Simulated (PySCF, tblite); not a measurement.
Isomers of C3H7NO3Si2, one GFN2-xTB conformer each. Single-point energies are computed at PBE0/pcSseg-1 (PySCF, gas phase, no added dispersion term), electronic only.

```
                        SMILES  GFN2-xTB relative energy (kJ/mol)
       C#C[Si](O)(O)O[SiH2]N=C                                0.0
NC(=O)[C@@H]1[SiH2]O[SiH2]C1=O                               46.9
```

Conformers: `[CH:1]#[C:2][Si:3]([OH:4])([OH:5])[O:6][SiH2:7][N:8]=[CH2:9]` with C2–Si3–O4–H 103°, C2–Si3–O5–H 70°, C2–Si3–O6–Si7 82°, Si3–O6–Si7–N8 -29°, O6–Si7–N8–C9 6°; `[NH2:1][C:2](=[O:3])[C@@H:4]1[SiH2:5][O:6][SiH2:7][C:8]1=[O:9]` with H–N1–C2–O3 165° and 8°, N1–C2–C4–Si5 162°, C2–C4–Si5–O6 -151°, C4–Si5–O6–Si7 13°, Si5–O6–Si7–C8 -1°, O6–Si7–C8–O9 161°.

**Question.** What does PBE0/pcSseg-1 give for the same structures?

**Answer.** 
| SMILES | PBE0/pcSseg-1 E (Eh) | PBE0/pcSseg-1 (kJ/mol) | GFN2-xTB (kJ/mol) | point group |
| --- | --- | --- | --- | --- |
| C#C[Si](O)(O)O[SiH2]N=C | -977.30965 | 0.0 | 0.0 | C1 |
| NC(=O)[C@@H]1[SiH2]O[SiH2]C1=O | -977.28642 | 61.0 | 46.9 | C1 |

Both levels put the same isomer lowest. As drawn, the lower has a C≡C bond, a C=N bond and an O–H bond, which the higher lacks; the higher has a C=O bond, an N–H bond and a C(=O)–N unit, which the lower lacks.

**Question.** Which frontier levels, dipoles and rotational constants go with these structures?

**Answer.** 
| SMILES | HOMO (eV, PBE0/pcSseg-1) | LUMO (eV) | dipole (D) | A, B, C (MHz) |
| --- | --- | --- | --- | --- |
| C#C[Si](O)(O)O[SiH2]N=C | -7.01 | -0.66 | 2.21 | 1578, 889.2, 723.2 |
| NC(=O)[C@@H]1[SiH2]O[SiH2]C1=O | -7.18 | -1.77 | 2.06 | 1880, 1049, 699.6 |

**Question.** What happens when harmonic zero-point energies from GFN2-xTB frequencies are added?

**Answer.** 
```csv
SMILES,ZPE (kJ/mol),electronic (kJ/mol),with ZPE (kJ/mol)
C#C[Si](O)(O)O[SiH2]N=C,255.5,0.0,0.0
NC(=O)[C@@H]1[SiH2]O[SiH2]C1=O,259.3,61.0,64.8
```

The zero-point energies span 3.8 kJ/mol. The order is unchanged.
